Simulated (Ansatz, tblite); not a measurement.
Forces on `CCC(C)CC(C)CC(C)C` at its PBE-D4/def2-SVP geometry. Charge 0, multiplicity 1.

The xTB rows come from tblite.

GFN2-xTB (tblite), largest force 0.74 eV/Å:

```xyz
35
positions Å, forces eV/Å
C     2.321   -0.202    3.245   -0.109   -0.452    0.309
C     2.475    0.844    2.138    0.270    0.621    0.046
C     1.595    0.625    0.890    0.024   -0.607   -0.225
C     1.963    1.637   -0.202    0.112    0.500   -0.280
C     0.096    0.674    1.244   -0.240    0.128    0.671
C    -0.912    0.500    0.090    0.093    0.397   -0.507
C    -2.342    0.655    0.626   -0.482   -0.072    0.331
C    -0.710   -0.839   -0.642    0.502   -0.509    0.194
C    -1.643   -1.136   -1.831   -0.533    0.115    0.198
C    -1.553   -0.064   -2.924    0.215    0.322   -0.432
C    -1.341   -2.526   -2.406    0.273   -0.424   -0.238
H     3.048   -0.028    4.064   -0.384   -0.018   -0.541
H     2.497   -1.227    2.856   -0.087    0.654    0.155
H     1.309   -0.190    3.698    0.593    0.079   -0.322
H     3.537    0.870    1.811   -0.533   -0.127    0.159
H     2.264    1.858    2.549    0.026   -0.580   -0.144
H     1.830   -0.395    0.506   -0.114    0.483    0.176
H     1.701    2.670    0.111    0.143   -0.655   -0.135
H     3.052    1.618   -0.412   -0.632   -0.044    0.171
H     1.438    1.435   -1.157    0.297    0.027    0.636
H    -0.124   -0.103    2.009    0.178    0.334   -0.478
H    -0.108    1.651    1.741    0.109   -0.465   -0.350
H    -0.737    1.324   -0.638   -0.104   -0.385    0.355
H    -2.596   -0.174    1.321    0.205    0.481   -0.429
H    -2.456    1.606    1.186    0.136   -0.542   -0.349
H    -3.100    0.655   -0.183    0.553    0.010    0.425
H    -0.810   -1.662    0.104   -0.060    0.439   -0.397
H     0.338   -0.900   -1.012   -0.583    0.148    0.153
H    -2.691   -1.153   -1.455    0.477   -0.004   -0.190
H    -2.202   -0.315   -3.788    0.363    0.077    0.555
H    -0.512    0.026   -3.305   -0.620   -0.105    0.263
H    -1.860    0.937   -2.560    0.147   -0.668   -0.133
H    -0.307   -2.570   -2.811   -0.625    0.078    0.256
H    -1.427   -3.315   -1.630    0.015    0.534   -0.422
H    -2.034   -2.786   -3.232    0.376    0.231    0.521
```

PBE-D4/def2-TZVP (Ansatz), largest force 0.29 eV/Å:

```
C -0.054 -0.195 0.179
C 0.150 0.248 -0.014
C 0.032 -0.235 -0.082
C 0.055 0.167 -0.149
C -0.074 0.026 0.250
C 0.051 0.171 -0.190
C -0.217 0.008 0.103
C 0.187 -0.167 0.069
C -0.229 0.018 0.099
C 0.039 0.162 -0.171
C 0.076 -0.198 -0.088
H -0.179 -0.033 -0.222
H -0.039 0.266 0.086
H 0.263 0.009 -0.128
H -0.258 -0.018 0.071
H 0.036 -0.249 -0.092
H -0.059 0.242 0.091
H 0.060 -0.258 -0.069
H -0.272 -0.007 0.067
H 0.122 0.041 0.256
H 0.055 0.172 -0.187
H 0.045 -0.212 -0.127
H -0.045 -0.198 0.172
H 0.072 0.199 -0.171
H 0.046 -0.235 -0.144
H 0.212 -0.006 0.192
H 0.004 0.186 -0.170
H -0.246 0.031 0.079
H 0.251 0.006 -0.092
H 0.164 0.048 0.228
H -0.254 -0.035 0.099
H 0.077 -0.266 -0.073
H -0.256 0.022 0.101
H 0.015 0.210 -0.186
H 0.170 0.081 0.213
```

r2SCAN-D4/def2-TZVP (Ansatz), largest force 0.53 eV/Å:

```
C -0.089 -0.288 0.268
C 0.234 0.376 -0.010
C 0.058 -0.375 -0.129
C 0.085 0.254 -0.230
C -0.121 0.040 0.399
C 0.074 0.281 -0.300
C -0.334 0.013 0.153
C 0.299 -0.262 0.101
C -0.362 0.022 0.147
C 0.055 0.246 -0.253
C 0.118 -0.302 -0.136
H -0.326 -0.060 -0.401
H -0.077 0.479 0.152
H 0.479 0.019 -0.225
H -0.468 -0.034 0.132
H 0.068 -0.443 -0.171
H -0.098 0.429 0.170
H 0.102 -0.467 -0.119
H -0.496 -0.010 0.119
H 0.225 0.071 0.455
H 0.095 0.310 -0.345
H 0.088 -0.387 -0.224
H -0.076 -0.349 0.312
H 0.134 0.354 -0.313
H 0.081 -0.430 -0.260
H 0.380 -0.003 0.350
H 0.017 0.339 -0.301
H -0.447 0.052 0.134
H 0.449 0.003 -0.162
H 0.296 0.088 0.409
H -0.453 -0.062 0.186
H 0.134 -0.478 -0.138
H -0.462 0.046 0.186
H 0.031 0.382 -0.340
H 0.309 0.147 0.385
```
